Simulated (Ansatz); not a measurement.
One change: `[SiH3]SC[SiH2]Cl` becomes `[SiH3]BCS[SiH3]`.

Ansatz, PBE0-D4/def2-TZVP geometries, multiplicity 1. Each molecule was computed in one conformer, which needn't be the lowest.

```tsv
property	`[SiH3]SC[SiH2]Cl`
size of the dipole moment (PBE/def2-TZVPP) / D	1.47
HOMO energy (PBE/def2-TZVPP) / eV	-5.79
size of the dipole moment (B3LYP/def2-TZVPP) / D	1.49
LUMO energy (PBE/def2-TZVPP) / eV	-1.05
HOMO energy (PBE0/def2-TZVPP) / eV	-6.96
HOMO–LUMO gap (PBE/def2-TZVPP) / eV	4.74
```

Give the same properties after the change, and the shifts. (Estimate.)

Computed: 
```tsv
property	`[SiH3]BCS[SiH3]`	shift
size of the dipole moment (PBE/def2-TZVPP) / D	1.67	0.20
HOMO energy (PBE/def2-TZVPP) / eV	-5.89	-0.10
size of the dipole moment (B3LYP/def2-TZVPP) / D	1.74	0.25
LUMO energy (PBE/def2-TZVPP) / eV	-3.17	-2.12
HOMO energy (PBE0/def2-TZVPP) / eV	-7.08	-0.12
HOMO–LUMO gap (PBE/def2-TZVPP) / eV	2.73	-2.01
```

With PBE0 the HOMO falls by 0.12 eV and the LUMO falls by 2.07 eV, so the gap narrows by about 1.95 eV. PBE moves the HOMO by -0.10 eV and ωB97M-V by -0.15 eV. Dipoles are sizes alone; their direction can turn.

B3LYP here is the variant with VWN-RPA as its local correlation; programs differ in this.
